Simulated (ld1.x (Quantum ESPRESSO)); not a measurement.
**Transferability test, TM potential for Ag**

ld1.x (Quantum ESPRESSO) 7.5 input, shortened:

```
&input
   title='Ag', zed=47., rel=1, dft='PZ', iswitch=3,
   config='[Kr] 4d10 5s1 5p0'
 /
 &inputp
   pseudotype=2, tm=.true., lloc=-2, rcloc=1.45,
   nlcc=.true., new_core_ps=.true.
 /
3
5S  1  0   1.00   0.00  2.75  2.75  0.0
4P  2  1   6.00   0.00  1.20  1.20  0.0
4D  3  2  10.00   0.00  1.15  1.15  0.0
 &test
   configts(1)='4p6 4d10 5s1 5p0'
 /
```

Energies are relative to the spin-unpolarised reference configuration 4p6 4d10 5s1 5p0; without spin polarisation the order of configurations can differ from experiment. Spin-polarised rows fill each open shell by Hund’s rule, majority spin first. Not all tests gave a result: 1 of 9 tests not solved or not reliable. Left out of the table: 4p5 4d10 5s1 5p0 (solver errors, printed error -4.0 eV).

| valence configuration | charge | ΔE all-electron (eV) | error AE − PS (meV) |
| --- | --- | --- | --- |
| 4p6 4d10 5s0 5p0 | +1 | 8.102 | -9.3 |
| 4p6 4d8 5s0 5p0 | +3 | 66.919 | -30 |
| 4p6 4d10 5s0.5 5p0 | +0.5 | 3.186 | -2.3 |
| 4p6 4d9 5s2 5p0 | 0 | 3.961 | -42 |
| 4p6 4d9 5s1 5p1 | 0 | 8.572 | -34 |
| 4p6 4d9 5s0 5p0 (spin-polarised) | +2 | 30.325 | -5.2 |

(1) What are ΔE and the potential's error for 4p6 4d9 5s0 5p0?

(2) What are ΔE and the potential's error for 4p6 4d10 5s1 5p0 (spin-polarised)?

Levels in the configuration 4p6 4d9 5s1 5p1:

```
level  all-electron (eV)  pseudo (eV)
   4p            -64.420      -64.513
   4d            -12.649      -12.712
   5s             -7.033       -7.026
   5p             -2.264       -2.261
```

Note: ghost state, extra bound levels that the all-electron valence spectrum of the same l lacks: s at -18.0 eV. A true bound ghost makes a file unfit for plane-wave use.

Answers

(1) ΔE = 30.485 eV all-electron; the error (AE − PS) is -8.9 meV.

(2) ΔE = -0.149 eV all-electron; the error (AE − PS) is -0.5 meV.

These tests converged, but a pseudo level misses the all-electron one widely, so the file describes the atom poorly there or has found another state: 4p6 4d8 5s0 5p0: empty 5s by 7.1 eV.
